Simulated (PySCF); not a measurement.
C₆H₆, SMILES C#CC(=C)C=C.

Geometry: B3LYP-D3(BJ)/def2-SVP. Other conformers were not sampled.

Two levels are set side by side: PBE/def2-TZVP (PySCF) and HF/def2-TZVP (PySCF). Same geometry, gas phase. Differences are taken from unrounded values.

```json
[
 {"quantity": "orbital gap (eV)", "HF": "11.07", "PBE": "3.58", "PBE minus HF": "-7.49"},
 {"quantity": "highest occupied level (eV)", "HF": "-8.78", "PBE": "-5.86", "PBE minus HF": "2.92"},
 {"quantity": "lowest empty level (eV)", "HF": "2.29", "PBE": "-2.29", "PBE minus HF": "-4.58"},
 {"quantity": "dipole moment (D)", "HF": "0.37", "PBE": "0.29", "PBE minus HF": "-0.07"},
 {"quantity": "mean polarisability (bohr³)", "HF": "73.2", "PBE": "75.2", "PBE minus HF": "2.0"}
]
```

Without exact exchange PBE keeps part of each electron's self-repulsion, which lifts occupied levels and narrows the gap. Differences between two approximate levels are no errors against the true value.

Rough cost on one machine, each run with all the roots and properties that it gave: HF against PBE about 1/4.
